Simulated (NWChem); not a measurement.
Molecule: CH$_{8}$OSi$_{2}$; SMILES [Si@@H](O)(C)[SiH3]

```xyz
12

C     -1.4750     1.4179     0.2280
Si     0.0852     0.5650    -0.3759
O      1.4726     1.2123     0.3082
Si    -0.0210    -1.7455     0.0777
H     -1.4172     2.5020     0.0417
H     -2.3567     1.0253    -0.3040
H     -1.6352     1.2630     1.3066
H      0.2391     0.7887    -1.8430
H      1.6339     1.0017     1.2322
H     -0.0388    -1.9718     1.5608
H      1.1654    -2.4685    -0.4780
H     -1.2618    -2.3616    -0.4919
```
Atoms are numbered in this order, from 1.

Level: PBE0/def2-SVP (NWChem), optimised geometry, unscaled harmonic frequencies. 

| frequency (cm⁻¹) | IR intensity (km/mol) |
|---|---|
| 96 | 0.9 |
| 131 | 2.0 |
| 158 | 6.0 |
| 177 | 12.7 |
| 213 | 78.9 |
| 245 | 51.3 |
| 409 | 3.9 |
| 477 | 15.9 |
| 502 | 7.5 |
| 658 | 0.4 |
| 706 | 59.4 |
| 738 | 53.3 |
| 790 | 104.7 |
| 836 | 427.2 |
| 886 | 50.3 |
| 901 | 54.1 |
| 909 | 11.7 |
| 933 | 42.8 |
| 940 | 81.4 |
| 1260 | 27.0 |
| 1423 | 4.6 |
| 1428 | 5.7 |
| 2202 | 74.2 |
| 2216 | 71.8 |
| 2226 | 85.9 |
| 2241 | 140.4 |
| 3053 | 1.5 |
| 3158 | 2.5 |
| 3162 | 1.5 |
| 3935 | 90.1 |

```
Quantity                                                                           Result
-----------------------------------------------------------------------  ----------------
zero-point energy                                                           52.9 kcal/mol
thermal correction to the enthalpy at 298.15 K (with zero-point energy)     58.5 kcal/mol
heat capacity Cv                                                         27.7 cal/(mol K)
entropy at 298.15 K and 1 atm (symmetry number 1)                        85.7 cal/(mol K)
dipole moment                                                                      1.54 D
```

Rigid rotor and harmonic oscillator; modes under 100 cm⁻¹ make the entropy uncertain.
